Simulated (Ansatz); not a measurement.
A run for Ansatz (a program for electronic structure): R-r2SCAN/def2-TZVPPD on N2 (SMILES N#N) with ghost functions, monomers drawn apart or pushed together. Files ending in .json are basis or fitting sets from the Basis Set Exchange.

Ansatz 0.2 input:
```yaml
crystal:
  periodic: [false, false, false]
  atoms:
    - {symbol: N, position_ang: [0.40772971, -0.85728750, -0.59430610]}
    - {symbol: N, position_ang: [0.18693513, 0.07186987, -0.06743402]}
basis:
  gaussian:
    orbitals: def2-TZVPPD.json
    ghost_atoms:
      - {symbol: S, position_ang: [-0.53773485, 0.67544427, 4.73479731]}
      - {symbol: H, position_ang: [-0.58578557, 1.27622213, 3.53556182]}
      - {symbol: H, position_ang: [0.78803387, 0.85938184, 4.83975596]}
hamiltonian:
  xc: {name: r2SCAN}
scf: {lower_state_search: off}
```

Program output:

```
WARN ansatz: RAYON_NUM_THREADS=2 ignored (pool sized by the plan → 2); use --threads N
Functional definition: r2SCAN
these checks for a lower state are left out or cut short: stability, starts, cluster_reference, orbital_swaps, neighbouring_geometries, increment
integrals: 0.05 GiB planned
777 factors; their error is unknown
mean field: 0.42 GiB planned
mean field evaluation 1: about -2978.6122 eV, gradient 2.8e1 eV
mean field evaluation 2: about -2979.1989 eV, gradient 2.1e1 eV
mean field evaluation 4: about -2979.9903 eV, gradient 8.1e-2 eV
mean field evaluation 8: about -2979.9879 eV, gradient 1.2e-3 eV
mean field -2979.98791496 eV, -109.5125359664 hartree, gradient 1.6e-6 eV, S^2 0.000000; 0 other end points of the search recorded, 0 dependent functions left out
reference -2979.98792232 eV, -109.5125362370 hartree; 7, 7 occupied and 152, 152 virtual orbitals, 777 factors
Total energy: -2979.98792232 eV, -109.5125362370 hartree
Checks for a lower state left out: stability, starts, cluster_reference, orbital_swaps, neighbouring_geometries, increment
```

The run converged.

Cost: about 1.3 core-seconds (a rough figure).
